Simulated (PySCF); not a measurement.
Species: C8H6O2.
SMILES with atom numbers: `[cH:1]1[cH:2][o:3][c:4](-[c:5]2[cH:6][cH:7][cH:8][o:9]2)[cH:10]1` (hydrogens: H11 on C1; H12 on C2; H13 on C6; H14 on C7; H15 on C8; H16 on C10)

Computed geometry: GFN2-xTB, gas phase.

**Question.** What internal coordinates does the optimisation give?

**Answer.** 
| bond | length (bohr) | order |
| --- | --- | --- |
| C1–C2, C7–C8 | 2.572 | aromatic |
| C2–O3, C8–O9 | 2.539 | aromatic |
| O3–C4, C5–O9 | 2.555 | aromatic |
| C4–C5 | 2.714 | single |
| C4–C10, C5–C6 | 2.595 | aromatic |
| C1–C10, C6–C7 | 2.669 | aromatic |
| C1–H11, C7–H14 | 2.023 | single |
| C2–H12, C8–H15 | 2.026 | single |
| C6–H13, C10–H16 | 2.022 | single |

Bonds in one row agree within 0.02 bohr and their mean is given. Orders are formal, as drawn. A selection of angles:
| angle | degrees |
| --- | --- |
| C2–C1–C10 | 106.0 |
| C1–C2–O3 | 110.9 |
| C2–O3–C4 | 107.0 |
| O3–C4–C5 | 119.1 |
| O3–C4–C10 | 110.0 |
| C5–C4–C10 | 130.9 |
| C5–C6–C7 | 106.0 |

Dihedral angles: O3–C4–C5–C6 0° (synperiplanar).

O3 (furan-type oxygen) is bent (angle 107.0°). The 10 heavy atoms lie in one plane (0.001 Å rms). The 7 C–C bonds span 1.361 Å (C1–C2, aromatic) to 1.436 Å (C4–C5, drawn single), a spread of 0.075 Å. The 5-membered ring C1–C2–O3–C4–C10 has internal angles of 106.0° to 110.9° (sum 540°, against 540° for a flat polygon); it is planar, 0.00 Å rms from its mean plane, widest ring torsion 0°. The 5-membered ring C5–C6–C7–C8–O9 has internal angles of 106.0° to 110.9°; it is planar, 0.00 Å rms from its mean plane, widest ring torsion 0°.

Point group: C2h (tolerance 0.08 Å). Stationary, but not proved a minimum. The numbers are those of one conformer.
